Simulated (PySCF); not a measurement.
C₂H₂BF₃, SMILES C=C(F)B(F)F.

The structure is a stationary point at B3LYP-D3(BJ)/def2-SVP. One conformer was computed; it need not be the lowest.

Calculation: PBE/def2-TZVP run with PySCF.

Symmetry labels are those of the subgroup Cs that the program uses (full group Cs).

Task: List the valence orbital energies around the gap with their symmetry. (The exact figures need the calculation; the answer reports its results.)

Result: 
```json
[
 {"orbital": "HOMO−7", "symmetry": "A'", "energy (eV)": "-12.11"},
 {"orbital": "HOMO−6", "symmetry": "A\"", "energy (eV)": "-11.24"},
 {"orbital": "HOMO−5", "symmetry": "A'", "energy (eV)": "-11.01"},
 {"orbital": "HOMO−4", "symmetry": "A\"", "energy (eV)": "-10.65"},
 {"orbital": "HOMO−3", "symmetry": "A'", "energy (eV)": "-10.36"},
 {"orbital": "HOMO−2", "symmetry": "A'", "energy (eV)": "-9.88"},
 {"orbital": "HOMO−1", "symmetry": "A'", "energy (eV)": "-8.52"},
 {"orbital": "HOMO", "symmetry": "A\"", "energy (eV)": "-7.05"},
 {"orbital": "LUMO", "symmetry": "A\"", "energy (eV)": "-2.63"},
 {"orbital": "LUMO+1", "symmetry": "A'", "energy (eV)": "0.18"},
 {"orbital": "LUMO+2", "symmetry": "A\"", "energy (eV)": "0.87"},
 {"orbital": "LUMO+3", "symmetry": "A'", "energy (eV)": "1.04"}
]
```
